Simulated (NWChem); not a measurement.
System meant: thiophenol (C6H6S); SMILES Sc1ccccc1

Input file for NWChem:

```
start job
memory heap 200 mb stack 900 mb global 1100 mb
geometry units angstroms noautoz
  S     -0.067065    -2.299638     0.000000
  C      0.002169    -0.512869     0.000000
  C     -1.213076     0.185953     0.000000
  C     -1.216895     1.580200     0.000000
  C     -0.015790     2.292943     0.000000
  C      1.193319     1.595772     0.000000
  C      1.207821     0.200173     0.000000
  H      1.264158    -2.513699     0.000000
  H     -2.153205    -0.359135     0.000000
  H     -2.165705     2.110187     0.000000
  H     -0.022357     3.379081     0.000000
  H      2.135904     2.137007     0.000000
  H      2.157250    -0.328696     0.000000
end
basis spherical
  * library def2-svp
end
dft
  odft
  mult 2
  xc b3lyp
  iterations 150
  mulliken
end
task dft energy
```

End of the output:

```
 Summary of "ao basis" -> "" (spherical)
 ------------------------------------------------------------------------------
       Tag                 Description            Shells   Functions and Types
 ---------------- ------------------------------  ------  ---------------------
 *                          def2-svp                  on all atoms

                                 NWChem DFT Module
                                 -----------------

 Summary of "ao basis" -> "ao basis" (spherical)
 ------------------------------------------------------------------------------
       Tag                 Description            Shells   Functions and Types
 ---------------- ------------------------------  ------  ---------------------
 S                          def2-svp                 8       18   4s3p1d
 C                          def2-svp                 6       14   3s2p1d
 H                          def2-svp                 3        5   2s1p

 Summary of "ao basis" -> "ao basis" (spherical)
 ------------------------------------------------------------------------------
       Tag                 Description            Shells   Functions and Types
 ---------------- ------------------------------  ------  ---------------------
 S                          def2-svp                 8       18   4s3p1d
 C                          def2-svp                 6       14   3s2p1d
 H                          def2-svp                 3        5   2s1p

      Symmetry analysis of basis
      --------------------------

        a'         97
        a"         35

  number of electrons :                   58
  multiplicity        :                    2
 ------------------------------------------------------------------------
  no. of electrons and multiplicity not compatible                  58
 ------------------------------------------------------------------------
 ------------------------------------------------------------------------
  current input line :
    28: task dft energy
 ------------------------------------------------------------------------
 ------------------------------------------------------------------------
 There is an error in the input file
 ------------------------------------------------------------------------
 For more information see the NWChem manual at https://nwchemgit.github.io

0: no. of electrons and multiplicity not compatible:Received an Error in Communication
```

Q: Find the fault in this run and fix the input.

A: The input was rejected before any calculation. Cause: the multiplicity doesn't fit the number of electrons (an even count wants an odd multiplicity, and the reverse). This input runs:
```
start job
memory heap 200 mb stack 900 mb global 1100 mb
geometry units angstroms noautoz
  S     -0.067065    -2.299638     0.000000
  C      0.002169    -0.512869     0.000000
  C     -1.213076     0.185953     0.000000
  C     -1.216895     1.580200     0.000000
  C     -0.015790     2.292943     0.000000
  C      1.193319     1.595772     0.000000
  C      1.207821     0.200173     0.000000
  H      1.264158    -2.513699     0.000000
  H     -2.153205    -0.359135     0.000000
  H     -2.165705     2.110187     0.000000
  H     -0.022357     3.379081     0.000000
  H      2.135904     2.137007     0.000000
  H      2.157250    -0.328696     0.000000
end
basis spherical
  S library def2-svp
  C library def2-svp
  H library def2-svp
end
dft
  xc b3lyp
  iterations 150
  mulliken
end
task dft energy
```
It converges to -630.16490 Ha (B3LYP/def2-SVP).
